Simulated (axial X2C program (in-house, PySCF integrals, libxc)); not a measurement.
Potential curves of GeSe, without spin–orbit coupling

Computed with an axial X2C code built on PySCF integrals. Spin-free means the one-electron spin-free X2C Hamiltonian. Basis: Se dyall-cv3z [8s9p6d4f1g], Ge dyall-cv3z [9s9p7d4f1g] (cores contracted in-house); Gaussian nuclei, density fitting, unrestricted open shells. Masses: Se 79.917 u, Ge 73.921 u.

State: M_S = 0, Λ = 0 (closed shell). Energies in kJ/mol from the fragments at the same level (Se + Ge). Fits are polynomials in 1 − R0/R over 0.85 to 1.23 times the lowest point R0.

```csv
R (Å),PBE0,M06,MP2
1.8601,-359.92,-362.80,-339.82
1.9456,-435.01,-440.55,-421.67
2.0097,-467.13,-474.37,-458.07
2.0739,-483.59,-492.34,-478.23
2.1380,-487.85,-498.01,-485.71
2.2128,-481.14,-492.86,-482.25
2.2877,-465.08,-478.31,-468.99
2.3839,-434.97,-450.08,-441.79
2.5015,-389.13,-406.50,-398.19
2.6725,-314.30,-334.98,-321.68
```

Correlated methods: 10 electrons correlated (number of frozen shells: Se 3 s, 2 p, 1 d; Ge 3 s, 2 p, 1 d), 250 virtual spin orbitals or spinors in MP2.

One determinant describes the state; a PBE0 search over occupations chose it and may have missed a lower one. Closed shells are restricted here (equal orbitals for both partners); the stretched side of such a curve lies too high. De is counted from the lowest determinant-based energies of the atoms at the same level, without counterpoise correction. Without a current term, density functionals place determinants with orbital angular momentum somewhat too high. With the outer-core shells frozen, correlated bond lengths of heavy atoms tend to come out a few hundredths of an ångström too long. Spin-free De lacks the spin–orbit lowering of the heavy p-block atom, a tenth of an eV or more for 4p and 5p, up to an eV for 6p and one to two eV for 7p atoms, less what an open-shell molecule gains itself. MP2 and coupled cluster on one determinant become unreliable at the stretched end.

Problem. Fit the PBE0 curve near its minimum: give the equilibrium distance, the harmonic wavenumber and the well depth.

Solution. At PBE0, spin-free: Re = 2.132 Å, ωe ≈ 413 cm⁻¹, De = 5.06 eV to Se + Ge; Be follows as 0.0966 cm⁻¹.

Problem. Fit the M06 curve near its minimum: give the equilibrium distance, the harmonic wavenumber and the well depth.

Solution. At M06, spin-free: Re = 2.142 Å, ωe ≈ 406 cm⁻¹, De = 5.16 eV to Se + Ge; Be follows as 0.0957 cm⁻¹.

Problem. Fit the MP2 curve near its minimum: give the equilibrium distance, the harmonic wavenumber and the well depth.

Solution. At MP2, spin-free: Re = 2.153 Å, ωe ≈ 404 cm⁻¹, De = 5.04 eV to Se + Ge; Be follows as 0.0947 cm⁻¹.
